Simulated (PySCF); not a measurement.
C4H12BP.
Z-matrix (Å and degrees, PBE0-D3(BJ)/def2-SVP geometry), rows numbered from 1:
```
C 
B   1  1.5753
C   2  1.5766  1  119.92
P   2  1.8796  1  120.44  3   175.00
C   4  1.8471  2  108.68  1   150.02
C   4  1.8470  2  109.07  1    37.93
H   1  1.1033  2  111.11  3   -49.14
H   1  1.0993  2  116.16  3  -173.89
H   1  1.1063  2  107.54  3    65.79
H   3  1.1001  2  115.09  1   157.18
H   3  1.1076  2  106.65  1   -85.25
H   3  1.1018  2  113.14  1    31.20
H   5  1.0996  4  109.19  2    58.42
H   5  1.1001  4  109.76  2   176.11
H   5  1.1011  4  112.80  2   -62.46
H   6  1.0996  4  109.16  2   -56.25
H   6  1.1010  4  112.76  2    64.60
H   6  1.1000  4  109.77  2  -173.97
```

Computed with PySCF, TDDFT B3LYP/def2-SVPD, vertical, gas phase, core orbitals frozen in the response.

Kohn–Sham orbitals with the atoms that hold most of them (Löwdin shares over 4%, at most four atoms; ? is withheld):

| orbital | ε (eV) | atoms |
| --- | --- | --- |
| HOMO-3 | -9.46 | C6 20%, C5 20%, P4 18%, C3 7% |
| HOMO-2 | -8.55 | B2 21%, C3 21%, C1 20%, C6 7% |
| HOMO-1 | -8.15 | ? |
| HOMO | ? | ? |
| LUMO | -0.95 | B2 36%, P4 20%, C1 10%, C3 9% |
| LUMO+1 | 0.22 | B2 33%, C3 8%, C1 8%, H11 7% |
| LUMO+2 | 0.68 | P4 15%, C5 12%, C6 12%, C1 6% |

Q: Which atoms hold the HOMO-1, and with what shares?

A: P4 (bonded to B and 2 C) 27%; B2 (bonded to 2 C and P) 21%; C1 (bonded to B and 3 H) 10%; C3 (bonded to B and 3 H) 9%. By element: phosphorus 27%, boron 21%, carbon 20% or more.

Q: Which atoms hold the HOMO, and with what shares?

A: P4 (bonded to B and 2 C) 54%; B2 (bonded to 2 C and P) 15%; C6 (bonded to P and 3 H) 9%; C5 (bonded to P and 3 H) 9%. By element: phosphorus 54%, carbon 18% or more, boron 15%.

Q: What is the HOMO energy, and the HOMO–LUMO gap?

A: ε(HOMO) = -5.89 eV; the gap is 4.94 eV (0.1816 hartree).

Q: The HOMO–LUMO gap is 4.94 eV. Where does the response calculation put the lowest singlet, and from which orbitals?

A: S1 is at 4.37 eV (f = 0.112), 0.58 eV below the gap, made of HOMO→LUMO (96%). Without the coupling terms of the response equations the lowest excitation would equal the gap.

Q: One configuration dominates each of S1, S2, S4 and S6. Which, and how do the shares of the two leading atoms of either orbital change from the occupied to the empty one?

A: 
- S1 (4.37 eV, f 0.112), HOMO→LUMO (96%): P4 54% → 20%, B2 15% → 36%
- S2 (5.34 eV, f 0.0024), HOMO→LUMO+1 (98%): P4 54% → at most 7%, B2 15% → 33%, C3 at most 9% → 8%
- S4 (6.00 eV, f 0.025), HOMO-1→LUMO (74%): P4 27% → 20%, B2 21% → 36%
- S6 (6.30 eV, f 0.0036), HOMO-2→LUMO (96%): B2 21% → 36%, C3 21% → 9%, P4 at most 7% → 20%

Löwdin shares depend on the basis, the more so with diffuse functions.

The run took 67 s wall on one thread, Arm Neoverse V2 (aarch64), no GPU, on a shared host, and the process peaked at 0.89 GiB of memory.

One conformer stands for the species.
